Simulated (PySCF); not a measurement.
Radial density of Ga(2+) (gallium, charge +2)

UHF, [Ar] 3d10 4d1, 2D determinant (an excited configuration). All numbers are calculated (PySCF 2.14, scalar relativity through the core potential, in aug-cc-pwCVTZ-PP with ECP10MDF). This is the valence pseudo-density: the core potential removes the inner electrons and smooths the orbitals near the nucleus.

```csv
r (bohr),4πr²ρ (e/bohr),4πr²(ρα − ρβ)
0.00247,2.530e-05,0.0000
0.00415,6.872e-05,0.0000
0.00698,0.0001761,0.0000
0.0117,0.0004131,0.0000
0.0197,0.0009225,0.0000
0.0332,0.002448,0.0000
0.0558,0.01616,0.0001
0.0939,0.1722,0.0006
0.158,1.425,0.0050
0.266,7.754,0.0217
0.447,23.73,0.0414
0.752,20.64,0.0156
1.26,4.458,-0.0006
2.13,0.4216,0.1447
3.58,0.3113,0.3086
6.02,0.07105,0.0710
10.1,0.002248,0.0022
```

Energies and moments cover only the electrons outside the core potential. The outer electron is Rydberg-like, and this basis confines it to a smaller radius and binds it less than a complete one would.
